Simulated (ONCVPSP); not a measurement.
**Reading a pseudo-wave (terbium (Tb))**

Columns: radius, all-electron u(r) and pseudo u(r) of the 5d shell (level -2.59 eV) of terbium in the configuration [Xe] 4f8 5d1 6s2; LDA (Perdew-Zunger), scalar-relativistic, ONCV scheme, ONCVPSP 4.0.1.

```tsv
r (bohr)	all-electron	pseudo
0.188	0.1245	0.0025
0.375	-0.2098	0.0190
0.562	-0.2233	0.0594
0.750	-0.0279	0.1278
0.938	0.1907	0.2201
1.125	0.3651	0.3254
1.312	0.4863	0.4311
1.500	0.5622	0.5245
1.688	0.6032	0.5948
1.875	0.6193	0.6369
2.062	0.6184	0.6516
2.250	0.6061	0.6435
2.438	0.5865	0.6195
2.625	0.5626	0.5867
2.812	0.5363	0.5511
3.000	0.5086	0.5159
3.188	0.4805	0.4832
3.375	0.4528	0.4534
3.562	0.4257	0.4257
3.750	0.3992	0.3992
3.938	0.3737	0.3737
4.125	0.3493	0.3493
4.312	0.3261	0.3261
4.500	0.3040	0.3040
4.688	0.2830	0.2830
4.875	0.2632	0.2632
```

Q: How many radial nodes do the two functions have?

A: The all-electron 5d function has n − l − 1 = 2; the pseudo-wave has 0, since the states of the same l below it are removed with the core.

Q: At about which radius was the pseudo-wave matched?

A: 3.65 bohr, where the columns begin to agree (steps of 0.19 bohr).

Q: Is the pseudo-wave norm-conserving?

A: Yes: the ONCV scheme keeps the norm inside the radius equal to the all-electron one, which fixes the energy derivative of the logarithmic derivative at the level.
